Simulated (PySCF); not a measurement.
Ligands exchanged one at a time, Si C2H5-SH. All species are isolated molecules in the gas phase. One relaxed conformer stands for each flexible species; it need not be the lowest. Strings in code marks are SMILES.

The LUMO from two functionals at the same geometries (PBE0-D4/def2-SVP), both in PySCF: PBE-D3(BJ)/def2-TZVP and B3LYP-D3(BJ)/def2-TZVP. B3LYP has the VWN-RPA correlation part, as in Gaussian. 

```csv
species,PBE-D3(BJ)/def2-TZVP (eV)
2 of 4 C2H5 replaced by SH (`CC[Si](S)(S)CC`),-0.79
3 of 4 C2H5 replaced by SH,-1.02
4 of 4 C2H5 replaced by SH (`S[Si](S)(S)S`),-1.64
```

Problem. What does B3LYP-D3(BJ)/def2-TZVP give for each?

Solution. 
- 2 of 4 C2H5 replaced by SH (`CC[Si](S)(S)CC`): -0.16
- 3 of 4 C2H5 replaced by SH: -0.36
- 4 of 4 C2H5 replaced by SH (`S[Si](S)(S)S`): -0.96
Over these rows, drawn at random from the members with no instability flagged (it was tested for open shells, ions and some series alone), PBE minus B3LYP-D3(BJ): mean -0.66 eV, from -0.68 eV to -0.63 eV.
